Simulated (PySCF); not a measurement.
## Checking a proposed structure

A compound C₃H₁₀O₂Si₃ gives the data below (simulated from a calculation) and was assigned the structure `COC1=CO[SiH2][SiH2][SiH2]1`.

13C{1H} NMR (computed): δ 156.2 (C), 133.0 (CH2), 30.4 (CH2).

1H NMR (500 MHz, computed): δ 6.04 (br s, 1H), 5.78 (br s, 1H), 5.71 (m, 1H), 5.51 (m, 1H), 5.45 (m, 1H), 5.25 (m, 1H), 4.91 (m, 1H), 2.57 (m, 1H), 1.70 (m, 1H), 1.08 (br s, 1H).

- geometry: GFN2-xTB
- NMR shieldings at PBE0/pcSseg-1/GIAO
- run in PySCF 2.14.0 with density-fitted response routines
- no relativistic terms, single conformer, in vacuum

δ = σ(ref) − σ, references computed at the same level: TMS for 1H and 13C.

Problem. Compare with the shifts computed for the proposed structure, pairing carbons in order of shift.

Solution. Atoms are numbered as in `[CH3:1][O:2][C:3]1=[CH:4][O:5][SiH2:6][SiH2:7][SiH2:8]1` (H(Xn): hydrogen on atom n).

| atom | computed for proposal | given list | difference |
| --- | --- | --- | --- |
| C3 | 148.4 | 156.2 | -7.8 |
| C4 | 141.1 | 133.0 | +8.1 |
| C1 | 56.3 | 30.4 | +25.9 |

The rms difference is 16.3 ppm and the largest +25.9 ppm at C1 (methyl carbon bonded to O). The carbon types in order of shift don't match either: C, CH, CH3 for the proposal against C, CH2, CH2 in the data. The proposal doesn't fit.

Problem. Which isomer fits?

Solution. `C=C1C[SiH2]O[SiH2][Si@H]1O`.

- Carbon types of the structure: 1 × C, 2 × CH2, leaving 6 H on heteroatoms.
- δC 156.2: fully substituted alkene carbon; as expected for a trigonal carbon in a double bond.
- δC 133.0: terminal =CH2 carbon; the olefinic region.
- δH 2.57, 1.70: hydrogen on an allylic sp3 CH2 bonded to Si; allylic position.
- δH 1.08: hydrogen on an oxygen bonded to Si; exchangeable, gas-phase position.

This is the structure that produced the data.

Exchangeable OH/NH protons stand at their gas-phase positions; hydrogen bonding in a real sample shifts them, mostly to higher δ. Shifts are as computed. Against solution values, carbons near 30 ppm lie about +3 ppm off and those near 130 ppm about +5 ppm. Of 1309 compounds with measured shifts, 239 miss one by over three times the rms of a fit or turn the order of signals round; such compounds aren't used in these exercises. No couplings were computed; multiplicities are counted from neighbouring protons, with m where these are inequivalent, close in shift, in a saturated or five-membered ring or joined by F or P, and br s for small geminal =CH2 splittings.
